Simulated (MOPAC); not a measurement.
Input file for MOPAC: PM3 on SnO, a point of a bond scan (R = 2.473 Å).

```
PM3 1SCF PRECISE CHARGE=0 THREADS=1
OSn

Sn    -0.00000000 1    -0.00000000 1    -0.25265494 1
O      0.00000000 1     0.00000000 1     2.22020524 1
```

The log:

```
*******************************************************************************
 **                                                                           **
 **                              MOPAC v23.2.5                                **
 **                                                                           **
 *******************************************************************************
 ** MOPAC's Digital Object Identifier: https://doi.org/10.5281/zenodo.6511958 **
 **                                                                           **
 ** Please cite the open-source release paper for use of this MOPAC version:  **
 ** J. E. Moussa and J. J. P. Stewart (2026)                                  **
 ** MOPAC: An open-source semiempirical molecular orbital program             **
 ** J. Open Source Softw., 11(119), 8025, https://doi.org/10.21105/joss.08025 **
 *******************************************************************************

                              PM3 CALCULATION RESULTS

 *******************************************************************************
 *  PM3        - The PM3 Hamiltonian to be used
 *
 *
 *
 *                 CHARGE ON SYSTEM = 0
 *
 *
 *
 *  PRECISE    - TIGHTER CRITERIA TO BE USED
 *  1SCF       - DO 1 SCF AND THEN STOP
 *  THREADS=1  - MULTI-THREADING NOT USED
 *  T=         - A TIME OF 172800.0 SECONDS REQUESTED
 *  DUMP=N     - RESTART FILE WRITTEN EVERY 7200.0 SECONDS REQUESTED
 *******************************************************************************
PM3 1SCF PRECISE CHARGE=0 THREADS=1
 OSn

   ATOM   CHEMICAL          X               Y               Z
  NUMBER   SYMBOL      (ANGSTROMS)     (ANGSTROMS)     (ANGSTROMS)

     1      Sn         -0.00000000  *  -0.00000000  *  -0.25265494  *
     2       O          0.00000000  *   0.00000000  *   2.22020524  *



          CARTESIAN COORDINATES

    NO.       ATOM           X           Y           Z

     1        Sn         -0.0000     -0.0000     -0.2527
     2         O          0.0000      0.0000      2.2202

  O: (PM3): J. J. P. STEWART, J. COMP. CHEM. 10, 209 (1989).
 Sn: (PM3): J. J. P. STEWART, J. COMP. CHEM. 12, 320-341 (1991).

           Empirical Formula: O Sn  =     2 atoms



      MOLECULAR POINT GROUP   :   C*v


      RHF CALCULATION, NO. OF DOUBLY OCCUPIED LEVELS = 5


 -------------------------------------------------------------------------------
 PM3 1SCF PRECISE CHARGE=0 THREADS=1
 OSn



     1SCF WAS SPECIFIED, SO BFGS WAS NOT USED
     SCF FIELD WAS ACHIEVED


                              PM3 CALCULATION
                                                       MOPAC v23.2.5 Linux




          FINAL HEAT OF FORMATION =         92.77993 KCAL/MOL =     388.19124 KJ/MOL


          COSMO AREA              =         94.30 SQUARE ANGSTROMS
          COSMO VOLUME            =         81.03 CUBIC ANGSTROMS

          IONIZATION POTENTIAL    =          9.280931 EV
          HOMO LUMO ENERGIES (EV) =         -9.281 -2.337
          NO. OF FILLED LEVELS    =          5
          MOLECULAR WEIGHT        =        134.6894         POINT GROUP:  C*v

          MOLECULAR DIMENSIONS (Angstroms)

            Atom       Atom       Distance
            O     2   Sn     1     2.47286
            O     2   Sn     1     0.00000
           Sn     1    O     2     0.00000


          SCF CALCULATIONS        =          1





   ATOM   CHEMICAL          X               Y               Z
  NUMBER   SYMBOL      (ANGSTROMS)     (ANGSTROMS)     (ANGSTROMS)

     1      Sn         -0.00000000  *  -0.00000000  *  -0.25265494  *
     2       O          0.00000000  *   0.00000000  *   2.22020524  *

                             CARTESIAN COORDINATES

   1   Sn       -0.000000000    -0.000000000    -0.252654940
   2    O        0.000000000     0.000000000     2.220205240


           Empirical Formula: O Sn  =     2 atoms



      MOLECULAR POINT GROUP   :   C*v


                  EIGENVALUES
 -28.00610 -12.47398  -9.40206  -9.28093  -9.28093  -2.33663  -2.33663   0.71155


              NET ATOMIC CHARGES AND DIPOLE CONTRIBUTIONS

  ATOM NO.   TYPE          CHARGE      No. of ELECS.   s-Pop       p-Pop
    1         Sn           0.570145        3.4299     1.93034     1.49952
    2          O          -0.570145        6.5701     1.97439     4.59576
 DIPOLE           X         Y         Z       TOTAL
 POINT-CHG.     0.000     0.000    -6.772     6.772
 HYBRID        -0.000    -0.000     1.503     1.503
 SUM           -0.000    -0.000    -5.269     5.269


          ATOMIC ORBITAL ELECTRON POPULATIONS

     Atom    s        px        py        pz
    1 Sn   1.93034   0.27797   0.27797   0.94358
    2  O   1.97439   1.72203   1.72203   1.15169

 **********************
 *                    *
 * JOB ENDED NORMALLY *
 *                    *
 **********************




 == MOPAC DONE ==
```

The run finished.

Cost: around 0.03 core-seconds (rough).
